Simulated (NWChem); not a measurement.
System: C3H4F2O; SMILES FC(F)=COC

Input file for NWChem:

```
start job
memory heap 200 mb stack 900 mb global 1100 mb
geometry units angstroms noautosym nocenter noautoz
  C      0.148169    -2.552409     0.068227
  O     -0.380481    -1.316009    -0.381675
  C      0.484863    -0.269548    -0.274632
  C      0.063379     0.956204     0.090079
  F     -1.179715     1.264453     0.429922
  F      0.857338     2.022973     0.098700
  H     -0.612038    -3.327601    -0.143950
  H      0.360772    -2.539971     1.161591
  H      1.089396    -2.816209    -0.469645
  H      1.547707    -0.415415    -0.538242
end
basis spherical
  * library def2-svp
end
dft
  xc pbe0
  iterations 150
end
cosmo
  do_cosmo_smd true
  solvent ethanol
end
task dft energy
```

Output (shortened):

```
             Northwest Computational Chemistry Package (NWChem) 7.3.0
             --------------------------------------------------------

                             Geometry "geometry" -> ""
                             -------------------------

 Output coordinates in angstroms (scale by  1.889725989 to convert to a.u.)

  No.       Tag          Charge          X              Y              Z
 ---- ---------------- ---------- -------------- -------------- --------------
    1 C                    6.0000     0.14816900    -2.55240900     0.06822700
    2 O                    8.0000    -0.38048100    -1.31600900    -0.38167500
    3 C                    6.0000     0.48486300    -0.26954800    -0.27463200
    4 C                    6.0000     0.06337900     0.95620400     0.09007900
    5 F                    9.0000    -1.17971500     1.26445300     0.42992200
    6 F                    9.0000     0.85733800     2.02297300     0.09870000
    7 H                    1.0000    -0.61203800    -3.32760100    -0.14395000
    8 H                    1.0000     0.36077200    -2.53997100     1.16159100
    9 H                    1.0000     1.08939600    -2.81620900    -0.46964500
   10 H                    1.0000     1.54770700    -0.41541500    -0.53824200

 Effective nuclear repulsion energy (a.u.)     237.8045448267

                                 NWChem DFT Module
                                 -----------------

 Summary of "ao basis" -> "ao basis" (spherical)
 ------------------------------------------------------------------------------
       Tag                 Description            Shells   Functions and Types
 ---------------- ------------------------------  ------  ---------------------
 C                          def2-svp                 6       14   3s2p1d
 O                          def2-svp                 6       14   3s2p1d
 F                          def2-svp                 6       14   3s2p1d
 H                          def2-svp                 3        5   2s1p

 in cosmo_initialize ...
 calling solv_data for solv:ethanol

 solvent parameters
 solvname_short: ethanol
 solvname_long:  ethanol
 dielec:       24.8520
 dielecinf:     1.8526
 nonaqueous SMD model solvent descriptors
 dielec:       24.8520
 sola:          0.3700
 solb:          0.4800
 solc:          0.0000
 solg:         31.6200
 solh:          0.0000
 soln:          1.3611

          ---------------
          -cosmo- solvent
          ---------------
 Cosmo: York-Karplus, doi: 10.1021/jp992097l
 dielectric constant -eps-     =  24.85
 screen = (eps-1)/(eps    )    =   0.95976
 surface charge correction     = lagrangian

   van der Waals surface
 --------------------------

 ---------- ATOMIC COORDINATES (A.U.) ------------ VDWR(ANG.) --
     1    0.27999881   -4.82335362    0.12893034     1.850
     2   -0.71900483   -2.48689641   -0.72126117     1.628
     3    0.91625821   -0.50937186   -0.51897923     1.850
     4    0.11976894    1.80696355    0.17022463     1.850
     5   -2.22933809    2.38946970    0.81243478     1.730
     6    1.62013390    3.82286465    0.18651596     1.730
     7   -1.15658411   -6.28825409   -0.27202606     1.200
     8    0.68176022   -4.79984921    2.19508870     1.200
     9    2.05865993   -5.32186334   -0.88750036     1.200
    10    2.92474214   -0.78502052   -1.01712990     1.200
 number of segments per atom =        128
 number of   points per atom =        128
 atom (   nspa,  nppa )
 ----------------------
    1 (     63,     0 )       0
    2 (     47,     0 )       0
    3 (     46,     0 )       0
    4 (     31,     0 )       0
    5 (     84,     0 )       0
    6 (     84,     0 )       0
    7 (     56,     0 )       0
    8 (     54,     0 )       0
    9 (     57,     0 )       0
   10 (     52,     0 )       0
 number of -cosmo- surface points =      574
 molecular surface =    120.561 angstrom**2
 molecular volume  =     89.451 angstrom**3
 -lineq- algorithm             =   0
 -bem- low  level              =   3
 -bem- from -octahedral-
 gaussian surface charge width =   4.50000
 degree of switching           =   1.00000
 switching function tolerance  =   0.00010
 atomic radii =
 --------------
    1  6.000  1.850
    2  8.000  1.628
    3  6.000  1.850
    4  6.000  1.850
    5  9.000  1.730
    6  9.000  1.730
    7  1.000  1.200
    8  1.000  1.200
    9  1.000  1.200
   10  1.000  1.200
 ...... end of -cosmo- initialization ......

 nat:                    10
 ixmem:                  5529
 calling mnsol_interface()
 G(SMD-CDS) energy (kcal/mol)  =     2.530
 SMD-CDS SASA (angstrom**2)    =   141.951

            General Information
            -------------------
          SCF calculation type: DFT
          Wavefunction type:  closed shell.
          No. of atoms     :    10
          No. of electrons :    48
           Alpha electrons :    24
            Beta electrons :    24
          Charge           :     0
          Spin multiplicity:     1
          Use of symmetry is: off; symmetry adaption is: off
          Maximum number of iterations: 150
          AO basis - number of functions:   104
                     number of shells:    48
          Convergence on energy requested:  1.00D-06
          Convergence on density requested:  1.00D-05
          Convergence on gradient requested:  5.00D-04

              XC Information
              --------------
                         PBE0 Method XC Functional
                     Hartree-Fock (Exact) Exchange  0.250
          PerdewBurkeErnzerhof Exchange Functional  0.750
            Perdew 1991 LDA Correlation Functional  1.000 local
           PerdewBurkeErnz. Correlation Functional  1.000 non-local

             Grid Information
             ----------------
          Grid used for XC integration:  medium
          Radial quadrature: Mura-Knowles
          Angular quadrature: Lebedev.
          Tag              B.-S. Rad. Rad. Pts. Rad. Cut. Ang. Pts.
          ---              ---------- --------- --------- ---------
          C                   0.70       49          11.0       434
          O                   0.60       49           8.0       434
          F                   0.50       49          13.0       434
          H                   0.35       45          11.0       434
          Grid pruning is: on
          Number of quadrature shells:   474
          Spatial weights used:  Erf1

      Superposition of Atomic Density Guess
      -------------------------------------

 Sum of atomic energies:        -388.14772422

      Non-variational initial energy
      ------------------------------

 Total energy =    -390.702679
 1-e energy   =   -1007.325269
 2-e energy   =     378.818045
 HOMO         =      -0.212315
 LUMO         =       0.108851

   convergence    iter        energy       DeltaE   RMS-Dens  Diis-err
 ---------------- ----- ----------------- --------- --------- ---------
     COSMO gas phase
 d= 0,ls=0.0,diis     1   -390.7476487766 -6.29D+02  1.44D-02  1.10D+00
 d= 0,ls=0.0,diis     2   -390.6906294776  5.70D-02  8.26D-03  1.88D+00
 d= 0,ls=0.0,diis     3   -390.8674899876 -1.77D-01  1.97D-03  5.16D-02
 d= 0,ls=0.0,diis     4   -390.8713989079 -3.91D-03  9.17D-04  1.34D-02
 d= 0,ls=0.0,diis     5   -390.8728320482 -1.43D-03  2.23D-04  1.31D-03
  Resetting Diis
 d= 0,ls=0.0,diis     6   -390.8729493632 -1.17D-04  4.74D-05  2.65D-05
 d= 0,ls=0.0,diis     7   -390.8729523039 -2.94D-06  2.56D-05  3.14D-06
 d= 0,ls=0.0,diis     8   -390.8729519603  3.44D-07  1.47D-05  6.51D-06
 d= 0,ls=0.0,diis     9   -390.8729526622 -7.02D-07  1.61D-06  4.11D-08

   convergence    iter        energy       DeltaE   RMS-Dens  Diis-err
 ---------------- ----- ----------------- --------- --------- ---------
     COSMO solvation phase
 d= 0,ls=0.0,diis     1   -390.8750570847 -2.10D-03  1.61D-03  3.51D-03
 d= 0,ls=0.0,diis     2   -390.8759309463 -8.74D-04  3.27D-04  1.51D-03
 d= 0,ls=0.0,diis     3   -390.8760357767 -1.05D-04  1.33D-04  4.54D-04
 d= 0,ls=0.0,diis     4   -390.8760767465 -4.10D-05  3.47D-05  1.91D-05
 d= 0,ls=0.0,diis     5   -390.8760786843 -1.94D-06  1.03D-05  1.50D-06
 d= 0,ls=0.0,diis     6   -390.8760788192 -1.35D-07  4.29D-06  2.37D-07

         Total DFT energy =     -390.876078819237
      One electron energy =    -1010.330529414643
           Coulomb energy =      428.232917035727
    Exchange-Corr. energy =      -46.796534281071
 Nuclear repulsion energy =      237.804544826718

             COSMO energy =        0.213523014032

 Numeric. integr. density =       48.000004019478

                                COSMO-SMD solvation results
                                ---------------------------

             internal energy in gas <Psi(g)|H|Psi(g)> =      -390.872952662233
         internal energy in solvent <Psi(s)|H|Psi(s)> =      -390.871686441581
                               delta internal energy  =         0.001266220652 (    0.79 kcal/mol)
   total free energy in solvent <Psi(s)|H+V/2|Psi(s)> =      -390.880110175368
 polarization energy contribution <Psi(s)|V/2|Psi(s)> =        -0.008423733786 (   -5.29 kcal/mol)
    total free energy in solvent including G(SMD-CDS) =      -390.876078819237
                       G(SMD-CDS) energy contribution =         0.004031356130 (    2.53 kcal/mol)
     1 M fixed-concentration free energy of solvation =        -0.003126157004 (   -1.96 kcal/mol)

                       DFT Final Molecular Orbital Analysis
                       ------------------------------------

 Vector   22  Occ=2.000000D+00  E=-3.683092D-01
              MO Center= -9.7D-02, -2.0D+00, -5.8D-02, r^2= 2.3D+00
   Bfn.  Coefficient  Atom+Function         Bfn.  Coefficient  Atom+Function
  ----- ------------  ---------------      ----- ------------  ---------------
    18      0.288006   2 O  px               85      0.276009   7 H  s
     4     -0.244244   1 C  px               90     -0.230614   8 H  s
    20      0.217503   2 O  pz                6     -0.208854   1 C  pz
    21      0.204922   2 O  px               23      0.157787   2 O  pz
    33     -0.141900   3 C  py               34      0.138619   3 C  pz

 Vector   23  Occ=2.000000D+00  E=-3.314318D-01
              MO Center=  9.9D-02, -1.3D+00, -1.9D-01, r^2= 2.4D+00
   Bfn.  Coefficient  Atom+Function         Bfn.  Coefficient  Atom+Function
  ----- ------------  ---------------      ----- ------------  ---------------
    18      0.351428   2 O  px               20     -0.270256   2 O  pz
    21      0.259951   2 O  px               95     -0.227619   9 H  s
    23     -0.196613   2 O  pz               34     -0.176969   3 C  pz
    90      0.155357   8 H  s                32     -0.153390   3 C  px
     4     -0.151667   1 C  px                6      0.151490   1 C  pz

 Vector   24  Occ=2.000000D+00  E=-2.425897D-01
              MO Center=  1.0D-01, -2.9D-02, -9.0D-02, r^2= 2.6D+00
   Bfn.  Coefficient  Atom+Function         Bfn.  Coefficient  Atom+Function
  ----- ------------  ---------------      ----- ------------  ---------------
    48     -0.361815   4 C  pz               20      0.348100   2 O  pz
    34     -0.322170   3 C  pz               23      0.294966   2 O  pz
    37     -0.231137   3 C  pz               76     -0.197769   6 F  pz
    62     -0.190803   5 F  pz               51     -0.182699   4 C  pz
    79      0.157958   6 F  pz               65      0.156373   5 F  pz

 Vector   25  Occ=0.000000D+00  E= 3.312511D-02
              MO Center=  2.5D-01,  2.1D-01, -1.4D-02, r^2= 2.5D+00
   Bfn.  Coefficient  Atom+Function         Bfn.  Coefficient  Atom+Function
  ----- ------------  ---------------      ----- ------------  ---------------
    37      0.559476   3 C  pz               51     -0.525034   4 C  pz
    48     -0.514502   4 C  pz               34      0.410870   3 C  pz
     3     -0.276779   1 C  s                91      0.246937   8 H  s
    86      0.237232   7 H  s                62     -0.175657   5 F  pz
    23     -0.171526   2 O  pz               76     -0.168344   6 F  pz

 Vector   26  Occ=0.000000D+00  E= 7.769037D-02
              MO Center=  6.1D-01, -1.3D+00, -1.1D-01, r^2= 5.0D+00
   Bfn.  Coefficient  Atom+Function         Bfn.  Coefficient  Atom+Function
  ----- ------------  ---------------      ----- ------------  ---------------
     3      1.187729   1 C  s               101     -0.839948  10 H  s
    96     -0.787821   9 H  s                91     -0.693121   8 H  s
    17      0.668070   2 O  s                35      0.563146   3 C  px
     8     -0.485852   1 C  py               86     -0.474051   7 H  s
     7      0.347474   1 C  px               31      0.345973   3 C  s

 Vector   27  Occ=0.000000D+00  E= 1.115791D-01
              MO Center=  2.6D-01, -2.2D+00,  1.2D-01, r^2= 5.8D+00
   Bfn.  Coefficient  Atom+Function         Bfn.  Coefficient  Atom+Function
  ----- ------------  ---------------      ----- ------------  ---------------
     3      2.260168   1 C  s                86     -1.029905   7 H  s
    96     -0.954222   9 H  s                91     -0.893363   8 H  s
    17     -0.711541   2 O  s                49     -0.333897   4 C  px
     2      0.258786   1 C  s                73      0.230909   6 F  s
    46     -0.213689   4 C  px               21     -0.211530   2 O  px

     Multipole analysis of the density
     ---------------------------------

     L   x y z        total         alpha         beta         nuclear
     -   - - -        -----         -----         ----         -------
     0   0 0 0     -0.000000    -24.000000    -24.000000     48.000000

     1   1 0 0      0.773037     -0.198410     -0.198410      1.169858
     1   0 1 0     -1.016009      0.658856      0.658856     -2.333721
     1   0 0 1      0.081891     -0.919032     -0.919032      1.919954

     2   2 0 0    -24.848019    -58.762561    -58.762561     92.677103
     2   1 1 0     -1.555081     -2.401514     -2.401514      3.247947
     2   1 0 1     -0.540534      7.198394      7.198394    -14.937322
     2   0 2 0    -21.781515   -253.214281   -253.214281    484.647047
     2   0 1 1     -0.825819    -17.730376    -17.730376     34.634933
     2   0 0 2    -25.049678    -22.034611    -22.034611     19.019544
```

Level: PBE0/def2-SVP, SMD on the gas-phase geometry. Structure relaxed at the PBE-D3(BJ)/def2-SVP level. Solvent: ethanol.
